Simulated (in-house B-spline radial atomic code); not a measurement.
Hg⁺. Computed with a B-spline radial atomic code. Model: non-relativistic spherical atom: semilocal Troullier-Martins pseudo-atom, one channel per l, against all electrons, high spin, G0W0 and RPA with empty states to l = 8, local potential for every l without a channel, a model core (radius 0 = none) keeps its share of the functional.

Without relativity these are model numbers for so heavy an element.

What the tables leave out is listed at the end.

The pseudopotential gives back the lowest level of each angular momentum of its own functional in the configuration it was made in; a second state of the same l is only approximately right. Exact exchange, RPA and GW see the smooth pseudo-orbitals and miss the exchange with the core, for which the functional's share stands in. The column with an uncorrelated core keeps all orbitals and exact exchange, and so separates missing core correlation from pseudisation. Only the three outermost levels and the lowest empty one were computed. RPA here is direct RPA, with no exchange kernel, and its energies carry an (l + 1/2)⁻⁴ tail. A hybrid on a potential with a model core restores only its own semilocal share of the core's exchange.

Command:
```bash
python run_psgw.py task.json out
```
Settings (lengths in bohr, energies in hartree):
```
Z                      80
electrons              79
configuration          [Xe] 4f14 5d10 6s1
generated_in           [Xe] 4f14 5d10 6s2
functional             pbe,pbe
core_shells            9
radius_factor          1.15
core_correction        True
ion_configuration      [Xe] 4f14 5d10
```

Run time, properties included: 120 s on 1 thread of Arm Neoverse N1, on a shared host.

Given: made with PBE; model core radius 0.562 bohr; local radius 1.098 bohr; mean-field start PBE.

Valence shells of the generating configuration: 4f, 5s, 5p, 5d, 6s.

Channel: s 1.043, p 1.115, d 1.324, f 1.411 (radii in bohr).

Computed: largest level miss in the spin-unpolarised generating configuration 0.1 eV; valence RPA correlation energy all-electron orbitals -2.4153 hartree; valence RPA correlation energy pseudo -2.7534 hartree; pseudo-atom RPA polarisability 21.419 bohr³; ionisation by mean-field all-electron 16.207 eV; ionisation by RPA all-electron 16.357 eV; ionisation by RPA pseudo minus all -0.049 eV.

```tsv
level	occupied	mean-field all-electron (eV)	mean-field pseudo minus all (eV)	G0W0 all-electron (eV)	G0W0 uncorrelated core minus all (eV)	G0W0 pseudo minus all (eV)	exchange self-energy all-electron (eV)	exchange self-energy pseudo (eV)
6s up	1	-12.583	-0.163	-16.42	0.002	-0.153	-12.589	-12.245
6s down (empty)	0	-11.738	-0.169	-8.7866	0.002	-0.087	-3.9352	-3.5088
```

(1) What is the ionisation by mean-field pseudo minus all?

(2) What is the all-electron RPA polarisability, core included?

Given: mean-field start PBE0.

Computed: valence RPA correlation energy all-electron orbitals -2.3319 hartree; valence RPA correlation energy pseudo -2.675 hartree; pseudo-atom RPA polarisability 19.327 bohr³; ionisation by mean-field all-electron 15.881 eV; ionisation by RPA all-electron 16.213 eV; ionisation by RPA pseudo minus all -0.087 eV.

```tsv
level	occupied	mean-field all-electron (eV)	mean-field pseudo minus all (eV)	G0W0 all-electron (eV)	G0W0 uncorrelated core minus all (eV)	G0W0 pseudo minus all (eV)	exchange self-energy all-electron (eV)	exchange self-energy pseudo (eV)
6s up	1	-13.246	-0.064	-16.297	0.002	-0.033	-12.397	-11.945
5d down	1	-22.222	-0.246	-26.674	-0.051	-0.834	-36.229	-34.941
6s down (empty)	0	-10.489	-0.057	-8.5669	0.002	-0.003	-3.6131	-3.1559
```

(3) What is the all-electron RPA polarisability, core included?

(4) What is the ionisation by mean-field pseudo minus all?

## Answers

(1) 0.198 eV.

(2) 21.995 bohr³.

(3) 19.588 bohr³.

(4) 0.076 eV.

Among the listed levels the largest G0W0 shift of the pseudo-atom is -0.83 eV, for 5d down on the PBE0 start, while leaving the core uncorrelated moves that level by -0.05 eV. So pseudisation and the lost core exchange, not the missing core correlation, make the error. Not in the tables (levels of low weight, unsolved or above zero; the highest and the empty levels are kept at any weight): on PBE the G0W0 levels 5d down (pseudo minus all -0.88 eV, weights 0.73 and 0.78), 5d up (pseudo minus all -0.86 eV, weights 0.70 and 0.77); on PBE0 the G0W0 levels 5d up (pseudo minus all -0.86 eV, weights 0.83 and 0.76); no Hartree-Fock pseudo-atom is run with a model core.
